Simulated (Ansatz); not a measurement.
`[Cl][Sn]([Cl])([Cl])[Cl]` → Cl• + `[Cl][Sn]([Cl])[Cl]`•  (homolysis of the Cl–Sn bond)

Isolated molecules relaxed with PBE0-D4/def2-TZVP in Ansatz; ΔE leaves out vibrations. CBS: MP2 limit from def2 TZ/QZ plus the TZ coupled-cluster correction, frozen cores. This one scheme is used for every species, atoms too. DFT in def2-TZVPP. Open shells (•) are unrestricted, without spin–orbit coupling. Spin–orbit coupling would lower the free atoms: a little for Cl. Elements past krypton have def2 core potentials. For Sn outer-core shells are correlated without core-valence functions, so the limit isn't a true one: a few kJ/mol of doubt a bond, and 10 to 20 or more in all where bonds break to atoms.

| level | ΔE (kJ/mol) |
| --- | --- |
| LC-ωPBE | 345.6 |
| HF/def2-QZVPP | 255.0 |

**Question.** What does CCSD(T)/CBS give? (Estimate.)

**Answer.** Computed: +366.5 kJ/mol. The listed levels differ from it by -20.9, -111.5 kJ/mol.

Largest T1 diagnostic among the species: 0.015.

From PBE to PBE0 (25 % exact exchange), in def2-TZVPP and without D4, ΔE moves by +6.7 kJ/mol. Leaving LDA and LC-ωPBE aside and taking each functional with its dispersion term where it has one, the values, not all of them listed here, spread over 46.8 kJ/mol, from BLYP-D4 to B97M-V. LDA lies +57.8 kJ/mol from PBE without D4, its usual overbinding.

CCSD(T)/CBS has its own doubt, a few kJ/mol and more with outer-core shells, so smaller differences from it don't rank the levels.
